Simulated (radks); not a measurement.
The numbers below are computed, except where a source is named.
Question: All-electron atom: Au26+ in [Kr] 4d10 4f7 (the NIST ground configuration). Level of theory: Dirac Kohn-Sham, LB94 model potential, spin-unpolarised, spherical densities, finite nucleus; open shells fill j = l - 1/2 first; Fermi nuclear charge, rms radius 5.4371 fm (a radial shooting solver on a logarithmic mesh with Libxc functionals). Some entries of the table are withheld. Estimate them.

orbital,occ.,eigenvalue (hartree),<1/r> (bohr^-1)
1s1/2,2,-3002.983,95.77
2s1/2,2,-555.4812,23.55
2p1/2,2,(1),23.55
2p3/2,4,(2),19.17
3s1/2,2,-154.8010,8.654
3p1/2,2,-145.2598,8.581
3p3/2,4,-130.2170,7.445
3d3/2,4,-114.2237,7.343
3d5/2,6,-110.9839,7.084
4s1/2,2,-55.76926,3.773
4p1/2,2,-51.66551,(3)
4p3/2,4,-47.75663,(4)
4d3/2,4,-40.97932,3.141
4d5/2,6,-40.20551,3.053
4f5/2,6,-31.60559,2.821
4f7/2,1,-31.41033,2.791
5s1/2,0,-27.95379,1.929
5p1/2,0,(5),1.871
5p3/2,0,(6),1.737

Answer: 
(1) 2p1/2 eigenvalue (hartree): -534.5245
(2) 2p3/2 eigenvalue (hartree): -466.5413
(3) 4p1/2 <1/r> (bohr^-1): 3.686
(4) 4p3/2 <1/r> (bohr^-1): 3.295
(5) 5p1/2 eigenvalue (hartree): -26.20875
(6) 5p3/2 eigenvalue (hartree): -24.87779
